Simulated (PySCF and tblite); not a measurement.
The numbers below are computed, except where a source is named.
**Rotation: stationary points, barriers and rates**

System: C₂H₆BCl₂N, numbered as in [CH3:1][N:2]([CH3:3])[B:4]([Cl:5])[Cl:6].

Motion: rotation about the B4–N2 bond (torsion Cl5–B4–N2–C1 from -180° to 0°, rising). The path came from a restrained scan, a climbing-image band and a saddle search at GFN2-xTB; energies are BP86/pcSseg-1 + D3(BJ)//GFN2-xTB, thermal terms GFN2-xTB. Rate constants are transition-state-theory values, counting equivalent paths, without tunnelling. (PySCF 2.14 with density fitting, tblite 0.8.)

| point | symmetry | E(GFN2) kcal/mol | E(DFT) kcal/mol | ZPE change kcal/mol | lowest mode cm⁻¹ | dipole D |
| --- | --- | --- | --- | --- | --- | --- |
| start | C2v | 0.0 | 0.0 | 0.00 | 95 | 3.33 |
| saddle | Cs | 22.3 | 23.8 | -1.10 | 123i | 1.74 |
| end | C2v | 0.0 | 0.0 | 0.00 | 95 | 3.33 |

| Property | Result |
| --- | --- |
| Electronic barrier | 23.8 kcal/mol |
| Barrier with zero-point energy | 22.7 kcal/mol |
| ΔH‡ (298 K) | 22.4 kcal/mol |
| ΔS‡ (298 K, symmetry apart) | -1.6 cal/(mol K) |
| Paths | 4 equivalent paths |
| End point | the same structure with atoms interchanged, or its mirror image |
| Mean lifetime of the start against this motion at 298 K | 44 min |
| Cost | 48 s on 1 thread of Arm Neoverse V1, shared host (rough), peak memory 0.63 GiB, launched as `OMP_NUM_THREADS=1 python ens_run.py task.json out` |

| T/K | ΔG‡ kcal/mol | k s⁻¹ |
| --- | --- | --- |
| 150 | 22.8 | 8×10⁻²¹ |
| 200 | 22.8 | 1.9×10⁻¹² |
| 250 | 22.9 | 2.1×10⁻⁷ |
| 298 | 22.9 | 0.00038 |
| 350 | 23.0 | 0.12 |
| 400 | 23.1 | 7.8 |
| 500 | 23.3 | 2670 |

ΔG and ΔG‡ leave out symmetry numbers and mirror images; rates count paths: 4 out.
